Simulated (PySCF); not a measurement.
Harmonic spectrum computed at PBE0 in the def2-SVP basis family (core potentials from Rb on, PySCF, no spin–orbit coupling):

| symmetry | ω (cm⁻¹) | IR (km/mol, summed over degenerate members) |
| --- | --- | --- |
| b2u | 67 | 0.0 |
| a2u | 164 | 28.8 |
| eu | 241 | 19.2 |
| b2g | 247 | 0.0 |
| b1g | 680 | 0.0 |
| eu | 715 | 402 |
| a1g | 721 | 0.0 |

Which molecule gave it? In each, all ligands are bound to the one heavy central atom.
A. RhF₄ (quartet)
B. IrF₄ (quartet)
C. OsF₄ (quintet)
D. RuF₄ (quintet)

C. It has D4h symmetry with Os–F 1.864 Å (×4).
